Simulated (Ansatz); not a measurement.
The same path of H3SSb (5 atoms, charge 0, multiplicity 1) was run 3 times with different band settings. The coordinate that changes most is the height of Sb2 over the plane of its neighbours.

The calculation used RKS PBE-D4/def2-TZVP (Ansatz 0.2.0).

Relaxed end points:

```xyz
5
Properties=species:S:1:pos:R:3
S 0.491 -0.821 1.194
Sb -0.168 0.207 -0.934
H 0.983 -1.922 0.580
H -1.721 0.700 -0.358
H 0.466 1.762 -0.523
```

```xyz
5
Properties=species:S:1:pos:R:3
S 0.637 -1.138 1.093
Sb -0.438 0.986 0.490
H 0.765 -1.596 -0.174
H -1.554 0.305 -0.643
H 0.640 1.370 -0.808
```

Common settings: movable images 5; climbing image yes; start path IDPP; force threshold 0.03 eV/Å; iteration limit 60; end points relaxed.

| run | spring | optimiser | largest step |
| --- | --- | --- | --- |
| 1 | 5.0 eV/Å² | quadratic models (default) | default |
| 2 | 5.0 eV/Å² | lbfgs | 0.5 Å |
| 3 | 2.0 to 10.0 eV/Å², energy-weighted | quadratic models (default) | default |

Problem. What does each run give, and how far can it be trusted?

Solution. Run 1: converged after 6 iterations, highest image 2.169 eV above the first end. Neighbouring images differ by up to 1.2 eV, so the band resolves the path poorly. A vibrational analysis at the climbing image gives one clearly imaginary mode, 1065i cm⁻¹: a first-order saddle point.
Run 2: converged after 21 iterations, highest image 2.169 eV above the first end. Neighbouring images differ by up to 1.2 eV, so the band resolves the path poorly. Another band between the same ends (5 images) ends at a top of the same energy, where a vibrational analysis finds 1 clearly imaginary mode.
Run 3: converged after 6 iterations, highest image 2.169 eV above the first end. Another band between the same ends (5 images) ends at a top of the same energy, where a vibrational analysis finds 1 clearly imaginary mode.
